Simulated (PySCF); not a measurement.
Molfile (atoms numbered from 1):
```
C5H9NO2Si
     RDKit          3D

 18 18  0  0  0  0  0  0  0  0999 V2000
    2.7695    0.8902    1.6070 O   0  0  0  0  0  0  0  0  0  0  0  0
    2.1492    0.1628    0.6695 C   0  0  0  0  0  0  0  0  0  0  0  0
    2.5802   -0.3730   -0.5026 C   0  0  0  0  0  0  0  0  0  0  0  0
    1.5223   -1.0259   -1.0819 N   0  0  0  0  0  0  0  0  0  0  0  0
    0.5259   -0.8769   -0.2796 C   0  0  0  0  0  0  0  0  0  0  0  0
   -0.8707   -1.3346   -0.4516 C   0  0  0  0  0  0  0  0  0  0  0  0
   -1.7764   -0.1703   -0.8699 C   0  0  0  0  0  0  0  0  0  0  0  0
   -1.7544    1.3018    0.3407 Si  0  0  0  0  0  4  0  0  0  0  0  0
    0.8420   -0.1532    0.8317 O   0  0  0  0  0  0  0  0  0  0  0  0
    2.1354    1.1176    2.2985 H   0  0  0  0  0  0  0  0  0  0  0  0
    3.5446   -0.3371   -0.9592 H   0  0  0  0  0  0  0  0  0  0  0  0
   -0.8764   -2.1182   -1.2104 H   0  0  0  0  0  0  0  0  0  0  0  0
   -1.2241   -1.7509    0.4944 H   0  0  0  0  0  0  0  0  0  0  0  0
   -1.4714    0.1677   -1.8615 H   0  0  0  0  0  0  0  0  0  0  0  0
   -2.7936   -0.5527   -0.9699 H   0  0  0  0  0  0  0  0  0  0  0  0
   -2.9484    2.1078    0.0784 H   0  0  0  0  0  0  0  0  0  0  0  0
   -0.5724    2.1415    0.1353 H   0  0  0  0  0  0  0  0  0  0  0  0
   -1.7897    0.8099    1.7195 H   0  0  0  0  0  0  0  0  0  0  0  0
  1  2  1  0
  2  3  2  0
  3  4  1  0
  4  5  2  0
  5  6  1  0
  6  7  1  0
  7  8  1  0
  5  9  1  0
  9  2  1  0
  1 10  1  0
  3 11  1  0
  6 12  1  0
  6 13  1  0
  7 14  1  0
  7 15  1  0
  8 16  1  0
  8 17  1  0
  8 18  1  0
M  END
```

Gas phase, equivalent nuclei averaged, one computed conformer, non-relativistic Hamiltonian. σ from GIAO-PBE0/pcSseg-1; coordinates at the GFN2-xTB level; PySCF 2.14.

References, each an isolated molecule treated in the same way: $^{13}$C (σ = 186.93 ppm), $^{1}$H (σ = 31.72 ppm), $^{29}$Si (σ = 349.16 ppm) against TMS; $^{17}$O (σ = 336.08 ppm) against H2O; $^{15}$N (σ = 267.73 ppm) vs NH3.

```json
{"atoms": "N4", "nucleus": "$^{15}$N", "count": "1", "δ (ppm)": "300.7"}
{"atoms": "H10", "nucleus": "$^{1}$H", "count": "1", "δ (ppm)": "4.66"}
{"atoms": "C2", "nucleus": "$^{13}$C", "count": "1", "δ (ppm)": "?"}
{"atoms": "H14/H15", "nucleus": "$^{1}$H", "count": "2", "δ (ppm)": "1.11"}
{"atoms": "H11", "nucleus": "$^{1}$H", "count": "1", "δ (ppm)": "6.25"}
{"atoms": "C6", "nucleus": "$^{13}$C", "count": "1", "δ (ppm)": "?"}
{"atoms": "C7", "nucleus": "$^{13}$C", "count": "1", "δ (ppm)": "?"}
{"atoms": "C3", "nucleus": "$^{13}$C", "count": "1", "δ (ppm)": "104.5"}
{"atoms": "H12/H13", "nucleus": "$^{1}$H", "count": "2", "δ (ppm)": "?"}
{"atoms": "H16/H17/H18", "nucleus": "$^{1}$H", "count": "3", "δ (ppm)": "3.77"}
{"atoms": "O9", "nucleus": "$^{17}$O", "count": "1", "δ (ppm)": "312.5"}
{"atoms": "Si8", "nucleus": "$^{29}$Si", "count": "1", "δ (ppm)": "-69.7"}
{"atoms": "C5", "nucleus": "$^{13}$C", "count": "1", "δ (ppm)": "156.9"}
{"atoms": "O1", "nucleus": "$^{17}$O", "count": "1", "δ (ppm)": "97.9"}
```

Complete the table.

Answers


- C2: 165.2 ppm, aromatic carbon bearing oxygen; the electronegative substituent deshields the carbon that carries it
- C6: 29.8 ppm, sp3 CH2 on an aromatic ring; saturated and bonded to C and H only
- C7: 11.0 ppm, sp3 CH2 bonded to Si; an electropositive neighbour leaves it electron-rich and shielded
- H12/H13: 2.90 ppm, hydrogen on an sp3 CH2 on an aromatic ring; benzylic-type position, deshielded by the ring

Exchangeable OH/NH protons stand at their gas-phase positions; hydrogen bonding in a real sample shifts them, mostly to higher δ. Shifts are as computed. Against solution values, carbons near 30 ppm lie about +3 ppm off and those near 130 ppm about +5 ppm. Of 1211 compounds with measured shifts, 218 miss one by over three times the rms of a fit or turn the order of signals round; such compounds aren't used in these exercises. Unscaled 17O shifts of doubly bonded oxygen tend to come out too high, by tens of ppm or more. Experimental scales use liquid or dissolved standards, which lie at an offset from isolated NH3 (liquid NH3: subtract about 20 ppm) and H2O (liquid H2O: subtract about 36 ppm). Unscaled 15N shifts of sp2 nitrogen come out 20 to 40 ppm too high even then.
